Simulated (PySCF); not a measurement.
# Stationary points of HfOCl₂

All numbers come from PySCF, PBE0, basis Hf def2-TZVP with ECP60, O def2-TZVP, Cl def2-TZVP (scalar-relativistic core potentials, no spin–orbit coupling, density fitting).

Relaxations began from a few typed shapes. The search is not exhaustive: other isomers or separated fragments can lie lower, and high-lying points may rest on an excited occupation.

(1) Which is the lowest minimum found?
A. singlet C2v: Hf–Cl 2.377 Å (×2), Hf–O 1.743 Å; Cl–Hf–Cl 129.8°, Cl–Hf–O 115.1° (×2)
B. singlet Cs: Hf–Cl 2.365 Å (×2), Hf–O 1.742 Å; Cl–Hf–Cl 120.5°, Cl–Hf–O 112.0° (×2)

## Answers

(1) B. The others lie at 2.4 (singlet C2v, a saddle point) kJ/mol above it.

Formally Hf is in oxidation state +4, d0. The polar-tensor charge on Hf, 2.17, is far below the formal one.

For the lowest minimum: no spin–orbit coupling is included, which matters more the heavier the element.
